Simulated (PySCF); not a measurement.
C$_{5}$H$_{9}$NOSi: full NMR table

| Quantity | Value |
| --- | --- |
| Formula | C5H9NOSi |
| SMILES | CO/C(C#N)=C/[SiH2]C |
| InChI | InChI=1S/C5H9NOSi/c1-7-5(3-6)4-8-2/h4H,8H2,1-2H3/b5-4+ |
| Point group of the computed structure | C1 |
| Degrees of unsaturation | 3 |
| Carbon signals | 5 |
| Proton signals | 4 |

Bonds (- single, = double, # triple, : aromatic): C1-O2, O2-C3, C3-C4, C4#N5, C3=C6, C6-Si7, Si7-C8. C1 carries H9, H10, H11; C6 carries H12; Si7 carries H13, H14; C8 carries H15, H16, H17. Stereochemistry as in CO/C(C#N)=C/[SiH2]C.

- coordinates at the GFN2-xTB level
- GIAO PBE0/pcSseg-1 shieldings
- code: PySCF
- no solvent, equivalent nuclei averaged, no relativistic terms, one computed conformer

Shifts are taken against calculated references (same method and geometry level): ¹H (σref 31.72) and ¹³C (σref 186.93) and ²⁹Si (σref 349.16) vs TMS; ¹⁵N (σref 267.73) vs NH3; H2O for ¹⁷O (σref 336.08).

| carbon | δC, type | δH (multiplicity) | HMBC from (2–3 bonds) | span of the C tensor (ppm) |
| --- | --- | --- | --- | --- |
| C1 | 55.7, CH3 | 3.76 (s) | – | 77 |
| C3 | 151.3, C | – | H12, H13/H14, H9/H10/H11 | 178 |
| C4 | 119.4, C | – | H12 | 341 |
| C6 | 110.4, CH | 4.94 (t) | H13/H14, H15/H16/H17 | 196 |
| C8 | -6.6, CH3 | 0.27 (t) | H12, H13/H14 | 8 |

Other nuclei:
```csv
atoms,nucleus,environment,δ (ppm),σ (ppm)
H13/H14,¹H,hydrogen on a silicon bonded to 2 C,4.64,27.07
Si7,²⁹Si,"silicon bonded to 2 C, 2 H",-51.9,401.0
N5,¹⁵N,nitrile nitrogen,317.2,-49.5
O2,¹⁷O,ether oxygen,141.6,194.5
```

Carbon types of the structure: 2 × C, 1 × CH, 2 × CH3, leaving 2 H on heteroatoms. δC 151.3: alkene carbon bearing oxygen; an sp2 carbon further deshielded by the attached heteroatom. δC 119.4: nitrile carbon; typical of a nitrile. δC 110.4: β carbon of an enol-ether or enamine type C=C; the O or N lone pair pushes π density onto this β carbon and shields it. δC 55.7: methyl carbon bonded to O; deshielded by the electronegative neighbour. δC -6.6: methyl carbon bonded to Si; an electropositive neighbour leaves it electron-rich and shielded.

Shifts are as computed. Against solution values, carbons near 30 ppm lie about +3 ppm off and those near 130 ppm about +5 ppm. Of 1309 compounds with measured shifts, 239 miss one by over three times the rms of a fit or turn the order of signals round; such compounds aren't used in these exercises. Experimental scales use liquid or dissolved standards, which lie at an offset from isolated NH3 (liquid NH3: subtract about 20 ppm) and H2O (liquid H2O: subtract about 36 ppm). Unscaled 15N shifts of sp2 nitrogen come out 20 to 40 ppm too high even then. Multiplicities follow the n + 1 count of equivalent neighbours, as no J values were calculated; m marks all less simple cases, F and P coupling included.
